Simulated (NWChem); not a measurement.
Species: CH6FNOSi; SMILES [Si](F)(C)(N)O

```xyz
11

C     -0.4084    -1.7518     0.3780
Si     0.0049     0.0218     0.0283
N     -1.3369     0.8346    -0.6283
O      0.4879     0.9078     1.3424
F      1.3120    -0.0044    -0.9582
H     -0.7615    -2.2620    -0.5322
H     -1.1960    -1.8287     1.1422
H      0.4772    -2.2972     0.7378
H     -1.9826     0.3889    -1.2667
H     -1.3611     1.8446    -0.6948
H      1.4361     0.9264     1.4992
```
Atoms are numbered in this order, from 1.

Coordinates come from a PBE0/def2-SVP optimisation.

**Question.** Give the principal values of the shielding tensors (ppm) of C1, Si2, N3, O4, F5 from Hartree-Fock/6-31G* (spherical d), GIAO (NWChem), with their diamagnetic and paramagnetic parts as GIAO splits them.

**Answer.** 
```tsv
atom	σ11	σ22	σ33	isotropic	diamagnetic	paramagnetic
C1	198.7	201.8	206.2	202.3	254.7	-52.4
Si2	441.4	468.0	513.9	474.4	877.5	-403.1
N3	226.6	242.8	277.4	249.0	324.7	-75.7
O4	273.9	306.8	336.7	305.8	394.6	-88.7
F5	305.6	329.7	414.4	349.9	474.3	-124.4
```
